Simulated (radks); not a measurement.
Values are calculated unless marked as measured or tabulated.
Ba3+, 53 electrons, occupied as [Kr] 4d10 5s2 5p5 (the NIST ground configuration).

Code: a radial shooting solver on a logarithmic mesh with Libxc functionals. Model: Dirac Kohn-Sham, LDA (Slater exchange, Perdew-Wang correlation), spin-unpolarised, spherical densities, finite nucleus; open shells fill j = l - 1/2 first; Fermi nuclear charge, rms radius 4.8378 fm.

Energy parts (eV):
total: -221251.32
kinetic: 236113.69
electron-nucleus: -536886.28
Hartree: 84721.78
exchange-correlation: -5200.51

Orbitals (lengths in bohr, moments of r in powers of bohr; <r^-3> diverges for s and p1/2; r(max) is where P^2 peaks):
orbital  occ.  eigenvalue (eV)   r(max)  <r^-3>
1s1/2       2        -37212.78  0.01644       -
2s1/2       2        -5902.668  0.09311       -
2p1/2       2        -5564.611  0.07108       -
2p3/2       4        -5183.371  0.07616    6289
3s1/2       2        -1265.925   0.2669       -
3p1/2       2        -1123.676   0.2533       -
3p3/2       4        -1050.019   0.2644    1245
3d3/2       4        -799.3718   0.2131   202.5
3d5/2       6        -783.6513   0.2163   185.4
4s1/2       2        -268.6352   0.6252       -
4p1/2       2        -216.8897   0.6370       -
4p3/2       4        -201.3934   0.6614   262.5
4d3/2       4        -116.6802   0.6905   34.64
4d5/2       6        -114.0435   0.6987   31.43
5s1/2       2         -57.9632    1.455       -
5p1/2       2         -43.8984    1.593       -
5p3/2       3         -41.5477    1.658   39.78

The highest occupied level is 5p3/2 at -41.548 eV. The density falls to 0.001 e/bohr^3 at r = 3.55 bohr. Summed over all electrons, <r^2> = 38.16 bohr^2, which gives a Langevin (diamagnetic) susceptibility term of -30.2 x 10^-6 cm^3/mol. For comparison, the ionisation energy in NIST's Atomic Spectra Database is 47.0 eV (semi-empirical). In exact Kohn-Sham theory the highest level is minus the ionisation energy, but local and semilocal functionals leave it too shallow, through self-interaction and a potential that decays too fast; potentials with the right tail come closer. The electron density at the nucleus is 3.214e+05 e/bohr^3.

Beside tabulated values, note that spin-unpolarised runs miss the spin-polarisation part of the exchange energy of open shells.
